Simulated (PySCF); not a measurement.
**`C#C[C@@H]1C=C[C@H](F)C1`, C₇H₇F**

Geometry:
```
atom   x (Å)   y (Å)   z (Å)
  C1   3.009  -0.526   0.046
  C2   1.850  -0.452   0.334
  C3   0.438  -0.360   0.650
  C4  -0.403  -1.250  -0.230
  C5  -1.449  -0.619  -0.730
  C6  -1.505   0.812  -0.277
  F7  -1.694   1.678  -1.339
  C8  -0.145   1.049   0.394
  H9   4.028  -0.589  -0.195
 H10   0.301  -0.650   1.700
 H11  -0.138  -2.281  -0.389
 H12  -2.203  -1.023  -1.381
 H13  -2.355   0.994   0.395
 H14  -0.227   1.636   1.307
 H15   0.491   1.588  -0.310
```

Computed with PySCF, TDDFT CAM-B3LYP/aug-cc-pVDZ circular dichroism and optical rotation, one conformer, gas phase. Geometry: GFN2-xTB.

**Question.** Draw the ECD and absorption spectra from the lowest 8 states, each a Gaussian of half-width 0.3 eV at 1/e height.

**Answer.** 
```tsv
E (eV)	λ (nm)	Δε (L mol⁻¹ cm⁻¹)	ε (L mol⁻¹ cm⁻¹)
6.00	207	+0.08	10.3
6.10	203	+0.22	40.3
6.20	200	+0.53	130
6.30	197	+0.99	346
6.40	194	+1.37	773
6.50	191	+1.13	1480
6.60	188	-0.47	2600
6.70	185	-3.89	4430
6.80	182	-8.86	7520
6.90	180	-14.33	12100
7.00	177	-18.86	17300
7.10	175	-21.05	20900
7.20	172	-20.09	20800
```
Δε uses R in velocity form, ε uses f in length form. Only the states computed contribute, so the short-wavelength end is incomplete.
